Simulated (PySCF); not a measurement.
An element was calculated at PBE0 (PySCF 2.14, spin-free X2C, a triple-zeta basis, no spin-orbit coupling), in the ground configurations that NIST lists.

```
first ionisation energy  : 5.316 eV
second ionisation energy : 10.656 eV
third ionisation energy  : 22.084 eV
```

**Question.** Which element is it?

**Answer.** Praseodymium (Pr, Z = 59), in x2c-TZVPPall with one added diffuse shell each of s, p, d, f type. NIST lists 5.470, 10.631 ± 0.02, 21.624 eV for these ionisation energies.
